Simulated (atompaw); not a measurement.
## An all-electron radial function and its pseudo partner (P)

Columns: radius, all-electron u(r) and pseudo u(r) of the 3p shell (level -24.39 eV) of phosphorus in the configuration [Ne] 3s2 3p1; LDA (PW92), scalar-relativistic, PAW (atompaw) scheme, atompaw 4.2.0.5.

| r (bohr) | all-electron | pseudo |
| --- | --- | --- |
| 0.093 | -0.1470 | 0.0071 |
| 0.186 | -0.3082 | 0.0282 |
| 0.279 | -0.3647 | 0.0623 |
| 0.372 | -0.3291 | 0.1081 |
| 0.465 | -0.2349 | 0.1638 |
| 0.558 | -0.1101 | 0.2272 |
| 0.652 | 0.0272 | 0.2966 |
| 0.745 | 0.1615 | 0.3678 |
| 0.838 | 0.2866 | 0.4390 |
| 0.931 | 0.3983 | 0.5078 |
| 1.024 | 0.4945 | 0.5718 |
| 1.117 | 0.5748 | 0.6292 |
| 1.210 | 0.6395 | 0.6784 |
| 1.303 | 0.6893 | 0.7184 |
| 1.396 | 0.7255 | 0.7484 |
| 1.489 | 0.7495 | 0.7685 |
| 1.582 | 0.7626 | 0.7788 |
| 1.675 | 0.7663 | 0.7801 |
| 1.768 | 0.7619 | 0.7733 |
| 1.862 | 0.7506 | 0.7594 |
| 1.955 | 0.7338 | 0.7401 |
| 2.048 | 0.7126 | 0.7166 |
| 2.141 | 0.6879 | 0.6899 |
| 2.234 | 0.6606 | 0.6613 |
| 2.327 | 0.6313 | 0.6314 |
| 2.420 | 0.6008 | 0.6008 |

How many radial nodes do the two functions have?

The all-electron 3p function has n − l − 1 = 1; the pseudo-wave has 0, since the states of the same l below it are removed with the core.

Is the pseudo-wave norm-conserving?

No, it belongs to a PAW set: the norm inside the radius is not constrained, and the difference is carried by the augmentation charge.
